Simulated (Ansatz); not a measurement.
Reaction (silylene formation by 1,1-elimination): `N[SiH2][SiH](F)Br` → `N[SiH2]F` + `[SiH]Br`

Gas-phase electronic energies from Ansatz, PBE0-D4/def2-TZVP geometries. CBS: MP2 limit from def2 TZ/QZ plus the TZ coupled-cluster correction, frozen cores. Functionals use def2-TZVPP. For Br outer-core shells are correlated without core-valence functions, which leaves a few kJ/mol of doubt a bond. Scalar relativity is left out up to krypton. Each species was taken in one conformer, which may not be the lowest.

**Question.** Is it downhill or uphill in electronic energy at CCSD(T)/CBS, and by how much? (Best estimate.)

**Answer.** Computed: Uphill: ΔE = +163.5 kJ/mol.

**Question.** What do these levels give: r2SCAN-D4, ωB97M-V, B2PLYP, PBE0, HF/def2-TZVPP, MP2/def2-TZVPP, SCS-MP2/def2-TZVPP, CCSD/def2-TZVPP, CCSD(T)/def2-TZVPP, HF/CBS(def2), MP2/CBS(def2), CCSD/CBS(def2)? (Estimate.)

**Answer.** Ansatz gave: r2SCAN-D4 181.7, ωB97M-V 154.1, B2PLYP 151.0, PBE0 169.8, HF/def2-TZVPP 139.6, MP2/def2-TZVPP 168.9, SCS-MP2/def2-TZVPP 157.8, CCSD/def2-TZVPP 152.6, CCSD(T)/def2-TZVPP 155.8, HF/CBS(def2) 139.6, MP2/CBS(def2) 176.6, CCSD/CBS(def2) 160.3 kJ/mol.

Largest T1 diagnostic among the species: 0.011.

In def2-TZVPP, CCSD(T) changes the Hartree–Fock value by +16.2 kJ/mol (the triples alone add +3.2 kJ/mol) and MP2 by +29.3 kJ/mol. The D4 term adds +18.9 kJ/mol with B3LYP and +10.5 kJ/mol with PBE0; it sums over pairs of atoms, weighted by their polarisabilities, and B3LYP, whose exchange is more repulsive, gets the larger term. From PBE to PBE0 (25 % exact exchange), in def2-TZVPP and without D4, ΔE moves by +9.8 kJ/mol.

B3LYP here is the variant with VWN-RPA as its local correlation; programs differ in this.
